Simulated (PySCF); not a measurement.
## Radial density of Si (silicon, neutral)

TPSSh, [Ne] 3s2 3p2, high-spin 3P determinant. All numbers are calculated (PySCF 2.14, the non-relativistic Hamiltonian (point nucleus), in aug-cc-pwCVTZ (8s7p5d3f, 75 functions)).

| r (bohr) | 4πr²ρ (e/bohr) | 4πr²(ρα − ρβ) |
| --- | --- | --- |
| 0.00151 | 0.04842 | 0.0000 |
| 0.00254 | 0.1329 | 0.0000 |
| 0.00427 | 0.3585 | 0.0000 |
| 0.00718 | 0.9346 | 0.0000 |
| 0.0121 | 2.307 | 0.0000 |
| 0.0203 | 5.187 | 0.0000 |
| 0.0342 | 9.989 | 0.0006 |
| 0.0575 | 14.91 | 0.0038 |
| 0.0967 | 14.96 | 0.0191 |
| 0.163 | 10.28 | 0.0667 |
| 0.274 | 11.60 | 0.1346 |
| 0.460 | 13.94 | 0.0898 |
| 0.774 | 6.015 | -0.0024 |
| 1.30 | 1.695 | 0.3909 |
| 2.19 | 1.767 | 0.8265 |
| 3.68 | 0.5200 | 0.3354 |
| 6.19 | 0.03379 | 0.0294 |
| 10.4 | 0.0001464 | 0.0001 |

**Question.** Where is the radial spin density 4πr²(ρα − ρβ) most negative, and why is it negative at all?

**Answer.** Around r = 0.774 bohr, down to -0.0024 e/bohr: exchange with the open shell polarises the paired shells in an unrestricted calculation.
